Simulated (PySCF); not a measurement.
# Interval between two levels of Ca by level of theory

Ca [Ar] 4s2 → Ca [Ar] 3d2 [3F4, M_J = 4], as a difference of total energies. All numbers are calculated (PySCF 2.14, the two-component X2C-1e Hamiltonian, in x2c-TZVPall-2c with one added diffuse shell each of s, p, d type (7s8p4d, 51 functions)). Correlated levels: [Ne] frozen; the 6 highest virtual spinors dropped. "Screened" scales the spin-orbit matrix elements by Boettger's factors to mimic the two-electron term; Breit and QED terms are absent.

```tsv
method	interval between two levels (cm⁻¹)
GHF (spin-free)	45683
GMP2 (spin-free)	52096
GHF (screened spin-orbit)	45682
GMP2 (screened spin-orbit)	52106
```

The labels give the starting determinants; with spin-orbit coupling the two ends relaxed to ⟨J²⟩ = 0.00, ⟨L²⟩ = 0.00, ⟨S²⟩ = 0.00 and ⟨J²⟩ = 20.01, ⟨L²⟩ = 12.01, ⟨S²⟩ = 2.00.
